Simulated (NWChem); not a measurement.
System: BSiH$_{3}$O$_{2}$F$_{2}$; SMILES OB(O)[SiH](F)F

Here is an NWChem input.

```
start job
memory heap 200 mb stack 900 mb global 1100 mb
geometry units angstroms noautoz
  Si    -0.255696    -0.806304    -0.319311
  F      1.242591    -1.393406    -0.028753
  F     -1.232115    -1.492966     0.778428
  B     -0.020335     1.178052    -0.001184
  O      1.178816     1.615630     0.465485
  O     -1.016334     2.056629    -0.247008
  H     -0.685972    -1.310151    -1.649439
  H      1.810687     0.897729     0.592571
  H     -0.758155     2.964748    -0.039068
end
basis spherical
  * library cc-pvtz
end
dft
  xc pbe0
  iterations 150
  semidirect filesize 400000000
  mulliken
end
task dft energy
```

NWChem printed, in part:

```
             Northwest Computational Chemistry Package (NWChem) 7.3.0
             --------------------------------------------------------

 C1  symmetry detected

                             Geometry "geometry" -> ""
                             -------------------------

 Output coordinates in angstroms (scale by  1.889725989 to convert to a.u.)

  No.       Tag          Charge          X              Y              Z
 ---- ---------------- ---------- -------------- -------------- --------------
    1 Si                  14.0000    -0.18640486    -0.81023231    -0.40251116
    2 F                    9.0000     1.32888374    -1.35197023    -0.11199929
    3 F                    9.0000    -1.15024022    -1.57023544     0.65736916
    4 B                    5.0000    -0.02864349     1.16902233    -0.01272819
    5 O                    8.0000     1.14761253     1.63352811     0.48514101
    6 O                    8.0000    -1.05337439     2.01866347    -0.24158953
    7 H                    1.0000    -0.58122973    -1.28250835    -1.75503044
    8 H                    1.0000     1.80401295     0.93520324     0.59593144
    9 H                    1.0000    -0.83159460     2.92776418     0.00115557

 Effective nuclear repulsion energy (a.u.)     297.0367438140

                                 NWChem DFT Module
                                 -----------------

 Summary of "ao basis" -> "ao basis" (spherical)
 ------------------------------------------------------------------------------
       Tag                 Description            Shells   Functions and Types
 ---------------- ------------------------------  ------  ---------------------
 Si                         cc-pvtz                 12       34   5s4p2d1f
 F                          cc-pvtz                 10       30   4s3p2d1f
 B                          cc-pvtz                 10       30   4s3p2d1f
 O                          cc-pvtz                 10       30   4s3p2d1f
 H                          cc-pvtz                  6       14   3s2p1d

            General Information
            -------------------
          SCF calculation type: DFT
          Wavefunction type:  closed shell.
          No. of atoms     :     9
          No. of electrons :    56
           Alpha electrons :    28
            Beta electrons :    28
          Charge           :     0
          Spin multiplicity:     1
          Use of symmetry is: off; symmetry adaption is: off
          Maximum number of iterations: 150
          AO basis - number of functions:   226
                     number of shells:    80
          Convergence on energy requested:  1.00D-06
          Convergence on density requested:  1.00D-05
          Convergence on gradient requested:  5.00D-04

              XC Information
              --------------
                         PBE0 Method XC Functional
                     Hartree-Fock (Exact) Exchange  0.250
          PerdewBurkeErnzerhof Exchange Functional  0.750
            Perdew 1991 LDA Correlation Functional  1.000 local
           PerdewBurkeErnz. Correlation Functional  1.000 non-local

             Grid Information
             ----------------
          Grid used for XC integration:  medium
          Radial quadrature: Mura-Knowles
          Angular quadrature: Lebedev.
          Tag              B.-S. Rad. Rad. Pts. Rad. Cut. Ang. Pts.
          ---              ---------- --------- --------- ---------
          Si                  1.10       88          11.0       590
          F                   0.50       49          12.0       434
          B                   0.85       49          10.0       434
          O                   0.60       49          11.0       434
          H                   0.35       45          12.0       434
          Grid pruning is: on
          Number of quadrature shells:   468
          Spatial weights used:  Erf1

      Superposition of Atomic Density Guess
      -------------------------------------

 Sum of atomic energies:        -663.26003498

      Non-variational initial energy
      ------------------------------

 Total energy =    -664.945848
 1-e energy   =   -1510.043392
 2-e energy   =     548.060800
 HOMO         =      -0.338789
 LUMO         =       0.000428

------------------------------------------------------------
EAF file 0: "./job.aoints.0" size=890241024 bytes
------------------------------------------------------------
               write      read    awrite     aread      wait
               -----      ----    ------     -----      ----
     calls:     1698         0         0         0         0
   data(b): 8.90e+08  0.00e+00  0.00e+00  0.00e+00
   time(s): 0.00e+00  0.00e+00  0.00e+00  0.00e+00  0.00e+00
rate(mb/s): 0.00e+00  0.00e+00
------------------------------------------------------------

     ---------------------------------------------
      Total Density - Mulliken Population Analysis
     ---------------------------------------------

    Atom       Charge   Shell Charges
 -----------   ------   -------------------------------------------------------
    1 Si  14    12.93   2.00  1.93  0.82  0.14  0.29  5.50  1.04  0.56  0.28  0.12  0.18  0.08
    2 F    9     9.51   1.95  1.09  0.27  0.59  1.63  2.60  1.37  0.00  0.00  0.00
    3 F    9     9.50   1.95  1.09  0.27  0.59  1.63  2.60  1.37  0.00  0.00  0.00
    4 B    5     4.62   1.96  0.74  0.15  0.26  0.48  0.70  0.12  0.08  0.09  0.03
    5 O    8     8.55   1.95  1.03  0.24  0.47  1.37  2.34  1.14  0.00  0.01  0.00
    6 O    8     8.57   1.95  1.03  0.24  0.47  1.36  2.34  1.15  0.00  0.01  0.00
    7 H    1     1.06   0.23  0.51  0.31  0.00  0.01  0.00
    8 H    1     0.62   0.20  0.30  0.06  0.02  0.04  0.01
    9 H    1     0.63   0.20  0.29  0.07  0.02  0.04  0.01

   convergence    iter        energy       DeltaE   RMS-Dens  Diis-err
 ---------------- ----- ----------------- --------- --------- ---------
 d= 0,ls=0.0,diis     1   -666.0058280371 -9.63D+02  5.09D-03  1.59D+00
 d= 0,ls=0.0,diis     2   -665.9125628413  9.33D-02  2.51D-03  3.11D+00
 d= 0,ls=0.0,diis     3   -666.1646379621 -2.52D-01  3.56D-04  2.73D-02
 d= 0,ls=0.0,diis     4   -666.1662291102 -1.59D-03  1.37D-04  3.37D-03
 d= 0,ls=0.0,diis     5   -666.1664446784 -2.16D-04  4.23D-05  8.75D-04
  Resetting Diis
 d= 0,ls=0.0,diis     6   -666.1665137094 -6.90D-05  9.58D-06  1.55D-05
 d= 0,ls=0.0,diis     7   -666.1665147632 -1.05D-06  7.51D-06  3.60D-06
 d= 0,ls=0.0,diis     8   -666.1665142702  4.93D-07  4.67D-06  9.65D-06

         Total DFT energy =     -666.166514270175
      One electron energy =    -1514.324959310603
           Coulomb energy =      615.011802026419
    Exchange-Corr. energy =      -63.890100800020
 Nuclear repulsion energy =      297.036743814029

 Numeric. integr. density =       56.000011134379

                       DFT Final Molecular Orbital Analysis
                       ------------------------------------

 Vector   26  Occ=2.000000D+00  E=-4.047673D-01
              MO Center= -1.1D-01, -7.1D-01, -5.0D-01, r^2= 3.7D+00
   Bfn.  Coefficient  Atom+Function         Bfn.  Coefficient  Atom+Function
  ----- ------------  ---------------      ----- ------------  ---------------
     5      0.207891  1 Si s                 74      0.197548  3 F  pz
    11     -0.192563  1 Si pz               186      0.184910  7 H  s
     3      0.182311  1 Si s                 71      0.167267  3 F  pz
    44      0.159284  2 F  pz                77      0.144326  3 F  pz
   187      0.139003  7 H  s                 41      0.134407  2 F  pz

 Vector   27  Occ=2.000000D+00  E=-3.623185D-01
              MO Center=  8.4D-03,  1.8D+00,  1.0D-01, r^2= 2.0D+00
   Bfn.  Coefficient  Atom+Function         Bfn.  Coefficient  Atom+Function
  ----- ------------  ---------------      ----- ------------  ---------------
   164     -0.296944  6 O  pz               134      0.284753  5 O  pz
   161     -0.245274  6 O  pz               131      0.235693  5 O  pz
   167     -0.236562  6 O  pz               137      0.233846  5 O  pz
   162      0.111951  6 O  px               132     -0.101109  5 O  px
   159      0.092510  6 O  px               165      0.089804  6 O  px

 Vector   28  Occ=2.000000D+00  E=-3.149724D-01
              MO Center= -6.4D-02,  9.7D-02, -3.1D-01, r^2= 3.2D+00
   Bfn.  Coefficient  Atom+Function         Bfn.  Coefficient  Atom+Function
  ----- ------------  ---------------      ----- ------------  ---------------
    10      0.286870  1 Si py               103     -0.201156  4 B  py
   187     -0.174587  7 H  s                186     -0.162674  7 H  s
   100     -0.159070  4 B  py               133      0.156091  5 O  py
    11      0.140780  1 Si pz                96      0.139362  4 B  s
   130      0.128839  5 O  py               136      0.120380  5 O  py

 Vector   29  Occ=0.000000D+00  E=-2.956361D-02
              MO Center= -7.3D-02,  3.5D-01, -2.4D-01, r^2= 3.3D+00
   Bfn.  Coefficient  Atom+Function         Bfn.  Coefficient  Atom+Function
  ----- ------------  ---------------      ----- ------------  ---------------
    16      0.318715  1 Si py                17     -0.294516  1 Si pz
     5      0.278701  1 Si s                104     -0.279662  4 B  pz
    98     -0.265634  4 B  s                107     -0.213096  4 B  pz
    15      0.211252  1 Si px               106      0.197755  4 B  py
   137      0.186105  5 O  pz               187     -0.180580  7 H  s

[...]
```

Level: PBE0/cc-pVTZ. All runs use the structure optimised with PBE0/def2-SVP.
